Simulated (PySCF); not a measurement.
C₃H₄BCl, SMILES C#CB(C)Cl. Atoms are numbered in the order given.

```xyz
9

B      0.2485    -0.1533     0.1991
C     -1.0336    -0.9147    -0.1174
C     -2.0495    -1.5433    -0.3549
H     -2.9499    -2.0914    -0.5692
Cl     0.3853     1.4921    -0.4209
C      1.4197    -0.7966     1.0038
H      2.1728    -0.0729     1.3424
H      1.9197    -1.5251     0.3387
H      1.0455    -1.3812     1.8587
```
Charge 0, spin multiplicity 1.

The structure is a stationary point at PBE0-D3(BJ)/def2-SVP. The structure was generated by enumeration, and PubChem lists no compound with its InChIKey, so it may never have been made.

Two levels are set side by side: PBE/pcSseg-1 (PySCF) and KT2/pcSseg-1 (PySCF). GIAO shifts against BF3 (¹¹B), HCl (³⁵Cl), TMS (¹H), TMS (¹³C) at the same level; non-relativistic, no solvent, atoms listed together averaged. Without spin–orbit terms, shifts of atoms bonded to Cl or Br come out too high at both levels. Differences are taken from unrounded values.

```
quantity                KT2
--------------------  -----
δ(¹¹B) of B1 (ppm)     43.3
δ(¹³C) of C2 (ppm)     90.0
δ(¹³C) of C3 (ppm)    107.5
δ(¹H) of H4 (ppm)      4.29
δ(³⁵Cl) of Cl5 (ppm)  327.5
δ(¹³C) of C6 (ppm)     19.4
```

Q: What does PBE give, and how far is it from KT2? (The exact figures need the calculation; the answer reports its results.)

A: 
| quantity | PBE | PBE minus KT2 |
|---|---|---|
| δ(¹¹B) of B1 (ppm) | 47.7 | 4.4 |
| δ(¹³C) of C2 (ppm) | 97.5 | 7.5 |
| δ(¹³C) of C3 (ppm) | 115.3 | 7.8 |
| δ(¹H) of H4 (ppm) | 4.07 | -0.22 |
| δ(³⁵Cl) of Cl5 (ppm) | 352.4 | 24.9 |
| δ(¹³C) of C6 (ppm) | 20.3 | 0.9 |

Rough cost on one machine, each run with all the roots and properties that it gave: KT2 against PBE within a factor of 2.
